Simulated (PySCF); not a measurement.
GaI2, SMILES [I][Ga][I], multiplicity 2. Geometry: PBE0-D3(BJ)/def2-SVP. The spin state was assumed, not searched. The isomer is the one that the SMILES or the coordinates give; other isomers of the formula were not compared. The def2 effective core potentials stand for the cores of I; spin–orbit coupling is left out.

Computed equilibrium geometry at PBE0-D3(BJ)/def2-SVP (PySCF confirms it by a frequency run) as Cartesian coordinates in Å, and its point group:
point group C2v.
```xyz
3

Ga     0.0000     0.0000     0.9641
I      0.0000    -2.2053    -0.2819
I      0.0000     2.2053    -0.2819
```
Charge 0, spin multiplicity 2.
